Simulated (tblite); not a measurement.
Species: C2H14GeOSi3.
Atom-mapped SMILES: `[CH3:1][CH2:2][Ge@H:3]([SiH3:4])[SiH2:5][O:6][SiH3:7]` (hydrogens: H8, H9, H10 on C1; H11, H12 on C2; H13 on Ge3; H14, H15, H16 on Si4; H17, H18 on Si5; H19, H20, H21 on Si7)

Computed with GFN2-xTB (tblite), gas phase: L-BFGS steps from a force-field or distance-geometry start until the largest atomic force falls under 0.01 eV/Å.

Step 11: E = -617.9940 eV
```
atom  x, y, z in Å  |  force x, y, z in eV/Å
C1     -1.6936   -1.5278   -0.7812   -0.034  -0.056   0.086
C2     -1.7891   -1.3953    0.7287    0.180   0.320   0.218
Ge3    -0.7694    0.2701    1.2390    0.025   0.022   0.041
Si4    -1.8020    2.2359    0.4066    0.120  -0.102  -0.109
Si5     1.5247    0.0633    0.7896   -0.128   0.021   0.310
O6      1.8181    0.1584   -0.8143   -0.078  -0.015   0.135
Si7     3.2996    0.0747   -1.4743    0.058  -0.018  -0.072
H8     -2.2258   -2.4019   -1.1385   -0.071  -0.157  -0.108
H9     -0.6498   -1.6062   -1.0788    0.008  -0.016  -0.065
H10    -2.1187   -0.6462   -1.2551   -0.039   0.020  -0.098
H11    -2.8313   -1.3446    1.0600    0.105   0.034  -0.103
H12    -1.3413   -2.2561    1.2283   -0.013  -0.033  -0.073
H13    -0.7793    0.2517    2.7820   -0.043   0.051  -0.095
H14    -1.0789    3.4345    0.8597   -0.110  -0.078  -0.001
H15    -1.6758    2.1983   -1.0639   -0.077   0.057   0.143
H16    -3.2287    2.3772    0.7324    0.096  -0.003  -0.002
H17     2.1281   -1.2110    1.2400   -0.066   0.227   0.028
H18     2.2776    1.1951    1.3845   -0.103  -0.280   0.006
H19     3.0506    0.1962   -2.9044   -0.012   0.002   0.064
H20     3.8205   -1.2322   -1.0586    0.118   0.140  -0.145
H21     4.0556    1.1830   -0.8824    0.063  -0.137  -0.159
```

Step 12: E = -618.0135 eV
```
atom  x, y, z in Å  |  force x, y, z in eV/Å
C1     -1.6988   -1.5339   -0.7787   -0.013  -0.019  -0.011
C2     -1.7903   -1.3919    0.7308    0.139   0.172   0.120
Ge3    -0.7612    0.2710    1.2290   -0.051   0.043   0.063
Si4    -1.8094    2.2409    0.4047    0.096  -0.099  -0.064
Si5     1.5381    0.0576    0.8062   -0.191   0.017   0.201
O6      1.8325    0.1528   -0.7978   -0.036  -0.020   0.182
Si7     3.3077    0.0732   -1.4747   -0.129   0.000  -0.053
H8     -2.2259   -2.4088   -1.1482   -0.055  -0.109  -0.010
H9     -0.6548   -1.6075   -1.0755    0.037  -0.027  -0.078
H10    -2.1226   -0.6526   -1.2550   -0.050   0.019  -0.098
H11    -2.8350   -1.3516    1.0553    0.116   0.095  -0.052
H12    -1.3440   -2.2568    1.2260    0.003  -0.003  -0.042
H13    -0.7762    0.2457    2.7711   -0.049   0.071  -0.070
H14    -1.0953    3.4453    0.8553   -0.082  -0.080   0.015
H15    -1.6894    2.2149   -1.0634   -0.060   0.036   0.085
H16    -3.2383    2.3978    0.7234    0.129  -0.045   0.012
H17     2.1388   -1.2114    1.2609   -0.046   0.161   0.041
H18     2.2849    1.1832    1.4060   -0.060  -0.205   0.032
H19     3.0138    0.1990   -2.8865   -0.015   0.016  -0.138
H20     3.8429   -1.2227   -1.0824    0.169  -0.044  -0.073
H21     4.0736    1.1728   -0.9067    0.147   0.021  -0.061
```

Question: Estimate the geometry and energy of step 13. (The exact step hangs on the optimiser's Hessian estimate; all steps are aligned on step 12, rigid shifts and turns removed.)

Answer: E = -618.0253 eV, largest force 0.225 eV/Å
```
atom  x, y, z in Å  |  force x, y, z in eV/Å
C1     -1.7022   -1.5379   -0.7771    0.012   0.016  -0.079
C2     -1.7883   -1.3868    0.7338    0.080   0.013  -0.015
Ge3    -0.7574    0.2729    1.2243   -0.088   0.056   0.065
Si4    -1.8122    2.2421    0.4026    0.060  -0.082  -0.005
Si5     1.5420    0.0544    0.8200   -0.204   0.004   0.085
O6      1.8419    0.1488   -0.7833   -0.014  -0.021   0.178
Si7     3.3104    0.0724   -1.4763   -0.202   0.009  -0.021
H8     -2.2268   -2.4146   -1.1541   -0.024  -0.039   0.082
H9     -0.6577   -1.6086   -1.0751    0.028  -0.034  -0.079
H10    -2.1256   -0.6565   -1.2568   -0.045  -0.010  -0.079
H11    -2.8348   -1.3542    1.0515    0.108   0.138  -0.005
H12    -1.3458   -2.2573    1.2238    0.021   0.032  -0.015
H13    -0.7751    0.2434    2.7629   -0.058   0.084  -0.028
H14    -1.1069    3.4502    0.8529   -0.051  -0.068   0.029
H15    -1.6987    2.2255   -1.0616   -0.041   0.018   0.005
H16    -3.2414    2.4093    0.7181    0.135  -0.073   0.023
H17     2.1443   -1.2083    1.2739   -0.029   0.080   0.070
H18     2.2882    1.1718    1.4193   -0.015  -0.111   0.079
H19     2.9911    0.2009   -2.8784   -0.025   0.022  -0.223
H20     3.8591   -1.2173   -1.0981    0.181  -0.125  -0.044
H21     4.0867    1.1667   -0.9226    0.172   0.089  -0.021
```

The energy changes by -0.0118 eV. The first-order estimate −F·Δx gives -0.0160 eV and the mean of the old and new forces, exact on a quadratic surface, -0.0118 eV. The step makes an angle of 68° with the force vector and moves no atom by more than 0.024 Å.

The cost below is that of the whole relaxation. The run took 4.1 s on one thread of an Arm Neoverse N1, shared host.
